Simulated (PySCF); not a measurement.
C5H5, doublet, geometry from GFN2-xTB. Base run: DF-TPSS/def2-SVP (PySCF).

Input for PySCF:
```python
from pyscf import gto, scf, dft

mol = gto.Mole()
mol.atom = '''
    C     0.632715    1.003775   -0.408232
    C    -0.647939    1.060405   -0.077855
    C    -1.052544   -0.329061    0.360724
    C     0.218264   -1.110011    0.204992
    C     1.195662   -0.310018   -0.247388
    H    -1.323395    1.892367   -0.094075
    H    -1.406437   -0.329209    1.393414
    H    -1.852589   -0.723830   -0.268381
    H     0.290057   -2.158031    0.434588
    H     2.215419   -0.571840   -0.458994
'''
mol.basis = 'def2-svp'
mol.charge = 0
mol.spin = 1
mol.verbose = 5
mol.build()

mf = dft.UKS(mol)
mf.xc = 'tpss'
mf = mf.density_fit(auxbasis='def2-universal-jkfit')
mf.kernel()
mf.analyze()
```

Variants of this job, named by their change:

```json
[
 {"change": "base", "E (Eh)": "-193.31155", "HOMO (eV)": "-5.38", "dipole (D)": "1.38", "<S^2>": "0.761", "core-seconds (rough)": "20"},
 {"change": "functional = revpbe", "E (Eh)": "-193.21870", "HOMO (eV)": "-5.34", "dipole (D)": "1.40", "<S^2>": "0.759", "core-seconds (rough)": "20"},
 {"change": "functional = b97m_v", "E (Eh)": "-193.26969", "HOMO (eV)": "-5.57", "dipole (D)": "1.34", "<S^2>": "0.765", "core-seconds (rough)": "200"},
 {"change": "functional = wb97x_v", "E (Eh)": "-193.21108", "HOMO (eV)": "-8.76", "dipole (D)": "1.38", "<S^2>": "0.762", "core-seconds (rough)": "200"},
 {"change": "functional = wb97m_v", "E (Eh)": "-193.17433", "HOMO (eV)": "-8.65", "dipole (D)": "1.33", "<S^2>": "0.762", "core-seconds (rough)": "200"},
 {"change": "functional = hse06", "E (Eh)": "-193.05237", "HOMO (eV)": "-6.07", "dipole (D)": "1.38", "<S^2>": "0.766", "core-seconds (rough)": "20"},
 {"change": "functional = b97-1", "E (Eh)": "-193.20831", "HOMO (eV)": "-6.18", "dipole (D)": "1.40", "<S^2>": "0.761", "core-seconds (rough)": "10"},
 {"change": "functional = pbe; dispersion = d3bj", "E (Eh)": "-193.01860", "HOMO (eV)": "-5.39", "dipole (D)": "1.43", "<S^2>": "0.758", "core-seconds (rough)": "20"},
 {"change": "functional = lda,vwn", "E (Eh)": "-191.46760", "HOMO (eV)": "-5.54", "dipole (D)": "1.54", "<S^2>": "0.756", "core-seconds (rough)": "8"},
 {"change": "functional = x3lyp", "E (Eh)": "-193.17042", "HOMO (eV)": "-6.23", "dipole (D)": "1.34", "<S^2>": "0.760", "core-seconds (rough)": "20"},
 {"change": "functional = pw6b95", "E (Eh)": "-193.52142", "HOMO (eV)": "-6.53", "dipole (D)": "1.36", "<S^2>": "0.761", "core-seconds (rough)": "20"},
 {"change": "functional = scan", "E (Eh)": "-193.18107", "HOMO (eV)": "-5.61", "dipole (D)": "1.38", "<S^2>": "0.818", "core-seconds (rough)": "30"},
 {"change": "functional = bp86", "E (Eh)": "-193.26192", "HOMO (eV)": "-5.47", "dipole (D)": "1.44", "<S^2>": "0.757", "core-seconds (rough)": "10"}
]
```

Absolute energies of different levels of theory aren't comparable as measures of quality.

Open shells are given as the SCF converged; they aren't shown to be the lowest states, and a large step between rows can be another state.
